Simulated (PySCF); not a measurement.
Species: cyclo-(Cl2SnNH)4.
Cartesian coordinates in Å at the PBE0-D3(BJ)/def2-SVP level; atoms count from 1:
```
atom  x, y, z in Å
Sn1   -0.583    1.437   -1.719
Cl2   -2.425    0.416   -2.711
Cl3   -0.196    3.410   -2.892
N4    -0.845    1.909    0.221
Sn5   -1.886    0.670    1.413
Cl6   -1.049    0.722    3.582
Cl7   -4.165    1.154    1.512
N8    -1.621   -1.125    0.549
Sn9    0.066   -2.194    0.733
Cl10   0.435   -3.391   -1.229
Cl11   0.028   -3.768    2.450
N12    1.524   -0.873    1.155
Sn13   2.392    0.141   -0.342
Cl14   3.039    2.261    0.359
Cl15   4.249   -0.891   -1.295
N16    0.952    0.151   -1.744
H17   -0.856    2.906    0.431
H18   -2.464   -1.617    0.260
H19    2.053   -1.051    2.008
H20    1.215   -0.254   -2.641
```

Computed, not measured: TDDFT wB97X-D/def2-SVPD, vertical, gas phase, core orbitals frozen in the response, def2 core potentials past Kr in PySCF. Spin–orbit coupling is left out.

```tsv
state	E (eV)	λ (nm)	ν̃ (cm⁻¹)	f	main configurations (H = HOMO, L = LUMO)
S1	4.84	256.2	39030	0.063	H→L (75%)
S2	4.88	253.9	39390	0.052	H-1→L (74%), H-3→L+1 (13%)
S3	4.98	248.9	40180	0.0010	H-2→L (53%), H-3→L (12%), H→L+2 (8%)
S4	5.03	246.6	40550	0.053	H-3→L (49%), H-1→L+1 (14%), H-2→L (10%)
S5	5.59	221.9	45060	0.0026	H→L+1 (35%), H→L+2 (22%), H-4→L (10%)
S6	5.65	219.4	45570	0.019	H-1→L+2 (32%), H-1→L+1 (15%)
S7	5.66	218.9	45690	0.020	H-2→L+2 (31%), H-5→L (16%), H-2→L+1 (11%)
S8	5.69	218.0	45870	0.027	H-3→L+1 (26%), H-3→L+2 (13%), H-6→L (11%)
S9	5.76	215.1	46490	0.0012	H-4→L (33%), H-7→L (13%), H-6→L+1 (10%)
S10	5.81	213.5	46830	0.0070	H→L+2 (23%), H-7→L (14%), H-1→L+1 (9%)
```

Triplets (Tamm–Dancoff): T1 4.37 eV, H→L (61%), H-2→L+2 (10%); T2 4.41 eV, H-1→L (64%), H-3→L+1 (15%); T3 4.46 eV, H-2→L (38%), H-3→L (16%), H-1→L+1 (11%); T4 4.53 eV, H-3→L (39%), H-2→L (13%), H-1→L+1 (13%).

The lowest singlet comes at 256 nm (467 kJ/mol) in the ultraviolet; it is of moderate strength; its leading configuration is HOMO→LUMO (75%). The lowest level is also the most intense of those listed (f = 0.063). Löwdin shares by element: HOMO nitrogen 68% or more (atoms not listed hold the other 32%); LUMO tin 31% (atoms not listed hold the other 69%). Weighted by f, the mean energy of these states is 5.15 eV. Orbital energies (eV): HOMO-3 -10.80, HOMO-2 -10.74, HOMO-1 -10.60, HOMO -10.53, LUMO -1.65, LUMO+1 -0.95, LUMO+2 -0.87. Singlets were solved by full linear response, triplets in the Tamm–Dancoff approximation.

One conformer stands for the species.
